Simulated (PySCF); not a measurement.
# Ionisation energy of Hg⁺ by level of theory

Hg⁺ [Xe] 4f14 5d10 6s1 (2S) → Hg²⁺ [Xe] 4f14 5d10 (1S), as a difference of total energies. Calculation: PySCF 2.14, in aug-cc-pVTZ-PP with ECP60MDF; scalar relativity through the core potential. Correlated levels: valence: 5s2 5p6 frozen. The calculations carry no spin-orbit coupling.

```
           method  ionisation energy (eV)  error (eV)
              UHF                  17.111      -1.646
              LDA                  19.521      +0.764
              PBE                  19.112      +0.355
             PBE0                  18.782      +0.025
           r2SCAN                  19.010      +0.253
          r2SCANh                  18.919      +0.162
            wB97X                  18.337      -0.420
          wB97X-V                  18.436      -0.321
            M06-L                  18.256      -0.501
    MP2 (valence)                  18.669      -0.088
SCS-MP2 (valence)                  18.451      -0.306
```

Reference: 18.757 eV (measured; NIST Atomic Spectra Database, ionization energies).

Errors of the correlated levels include the incompleteness of this basis and the frozen core.
